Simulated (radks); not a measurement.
Task: Dy19+, configuration [Kr] 4d10 4f1. Calculated with a radial shooting solver on a logarithmic mesh with Libxc functionals: scalar-relativistic Kohn-Sham, exchange-only LDA, spin-polarised, spherical densities, point nucleus; open shells are filled with parallel spins first (spin-orbit coupling, left out, can overturn this in heavy ions). Some entries of the table are withheld. Estimate them.

orbital,occ.,eigenvalue (hartree),r(max) (bohr)
1s down,1,-1988.127,0.01339
1s up,1,-1988.127,0.01339
2s up,1,-346.1062,0.07610
2s down,1,-346.1050,0.07610
2p up,3,-309.2146,0.06171
2p down,3,-309.2138,0.06171
3s up,1,-91.19471,0.2156
3s down,1,-91.16406,0.2156
3p up,3,-79.86831,0.2118
3p down,3,-79.83796,0.2118
3d up,5,-65.27883,0.1730
3d down,5,-65.25521,0.1729
4s up,1,-31.50115,0.4861
4s down,1,-31.44498,0.4861
4p up,3,-27.60645,0.5043
4p down,3,-27.55170,0.5044
4d up,5,(1),(2)
4d down,5,(3),(4)
4f up,1,-16.47254,0.4657
4f down,0,-16.41629,0.4659
5s up,0,-15.08521,0.9701
5s down,0,-15.04839,0.9706
5p up,0,(5),1.028
5p down,0,(6),1.029

Result: 
(1) 4d up eigenvalue (hartree): -22.31459
(2) 4d up r(max) (bohr): 0.5129
(3) 4d down eigenvalue (hartree): -22.26083
(4) 4d down r(max) (bohr): 0.5129
(5) 5p up eigenvalue (hartree): -13.60101
(6) 5p down eigenvalue (hartree): -13.56631
